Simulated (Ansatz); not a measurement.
[ReS4]- (ReS₄⁻). Charge -1, multiplicity 3. Geometry PBE0-D4/def2-SVPD, that of the charge -1 singlet; atoms count from 1.

```tsv
atom	x (Å)	y (Å)	z (Å)
Re1	0.000	0.000	0.000
S2	-1.280	-0.255	-1.708
S3	2.015	-0.527	-0.531
S4	-0.678	-1.269	1.597
S5	-0.056	2.051	0.642
```

In the def2 sets Re takes a core potential; there is no spin–orbit coupling. At PBE0-D4/def2-TZVPD a singlet of charge -1 lies 1.79 eV below the triplet at the same geometry.

**Question.** Estimate the Mulliken populations from the PBE0/def2-TZVPD orbitals of Ansatz.

**Answer.** 
```
atom  charge (e)  spin (α − β)  d electrons
 Re1        1.04          0.35         5.15
  S2       -0.48          0.58            –
  S3       -0.48          0.58            –
  S4       -0.54          0.25            –
  S5       -0.54          0.25            –
```
Mulliken values depend strongly on the basis. With diffuse functions, as here, like atoms can get unlike values, and bond orders can come out too low or too high.

**Question.** Where does the spin sit?

**Answer.** Summed by element: Re 0.35, S 1.65, of 2 unpaired in all. Largest on single atoms: S2 0.58, S3 0.58, Re1 0.35.

**Question.** And the Mayer bond orders between heavy atoms (over 0.3)?

**Answer.** Re1–S2 1.34 (2.15 Å); Re1–S3 1.34 (2.15 Å); Re1–S4 1.53 (2.15 Å); Re1–S5 1.53 (2.15 Å).
